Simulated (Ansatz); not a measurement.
`O[SiH2][SiH2]Cl`, relaxed with RKS PBE-D4/def2-SVP in Ansatz from a rough embedded geometry. The force threshold is 0.03 eV/Å; the program also tests the step.

The species carries charge 0 and has multiplicity 1.

Start:

```xyz
9

O     1.139    1.334   -0.979
Si    0.030    0.154   -1.020
Si   -0.652   -0.367    1.115
Cl    0.889   -0.910    2.300
H     2.052    1.145   -0.767
H    -1.138    0.572   -1.869
H     0.644   -1.041   -1.659
H    -1.399    0.731    1.792
H    -1.565   -1.617    1.088
```

Question: How much energy does the relaxation release, and in how many steps? (An estimate is asked.)

Answer: Ansatz gave: 6.46 kcal/mol, in 13 steps, 1 of them rejected.

Question: Which bonds change most? (Best estimate.)

Answer: Computed: Si3–Cl4 from 2.018 to 2.116 Å; O1–Si2 from 1.620 to 1.685 Å; Si2–Si3 from 2.301 to 2.360 Å; Si3–H9 from 1.548 to 1.504 Å.

Question: Give the relaxed structure. (Best estimate.)

Answer: The calculation gave: 
```xyz
9

O     1.298    1.162   -0.947
Si   -0.001    0.109   -1.149
Si   -0.705   -0.387    1.048
Cl    1.167   -0.467    2.031
H     1.816    0.950   -0.145
H    -1.039    0.813   -1.972
H     0.372   -1.182   -1.836
H    -1.506    0.704    1.703
H    -1.403   -1.701    1.267
```
